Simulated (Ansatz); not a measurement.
Basis-set extrapolation for C2H6BFOSi (PBE0-D4/def2-TZVP geometry, frozen core, the Gaussian-basis code of Ansatz). Multiplicity 1, RHF reference.

```json
{"": "HF", "def2-TZVPP": "-567.265333", "def2-QZVPP": "-567.286641"}
{"": "MP2 correlation", "def2-TZVPP": "-1.041130", "def2-QZVPP": "-1.120108"}
{"": "CCSD(T) correlation", "def2-TZVPP": "-1.124930", "def2-QZVPP": "not run"}
```

Energies in hartree. Use E(X) = E(∞) + A·exp(−7.88·√X) for Hartree–Fock and E(X) = E(∞) + B·X^(−2.97) for correlation, with X = 3 and 4, and add CCSD(T) minus MP2 of the smaller set to the MP2 limit.

Problem. What is the CCSD(T) energy at the basis-set limit?

Solution. HF limit: -567.286641 + (-0.021308) × 0.13774 = -567.28958. MP2 limit: -1.120108 + (-0.078978) × 0.74074 = -1.17861. Higher-order term: -1.124930 − (-1.041130) = -0.08380. Total: -568.55199 hartree, 424.6 kJ/mol below CCSD(T)/def2-TZVPP.
